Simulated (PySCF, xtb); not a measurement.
Cd(NH2)(SMe) (CH5CdNS), SMILES C[S][Cd][NH2]. One conformer was computed; it need not be the lowest.

Harmonic wavenumbers (cm⁻¹) from GFN2-xTB (xtb) at its own minimum, in rising order: 12, 54, 61, 78, 157, 266, 356, 618, 681, 714, 944, 949, 1311, 1428, 1449, 1537, 2953, 2995, 3037, 3291, 3329.

Problem. What does PBE0-D3(BJ)/def2-SVP (PySCF) give at its own minimum? (The exact figures need the calculation; the answer reports its results.)

Solution. 90, 98, 128, 148, 179, 349, 476, 605, 724, 757, 957, 970, 1336, 1454, 1456, 1531, 3065, 3175, 3175, 3549, 3648. Paired by order, the mean absolute difference is 80 cm⁻¹ and the zero-point energies are 37.5 and 39.8 kcal/mol.
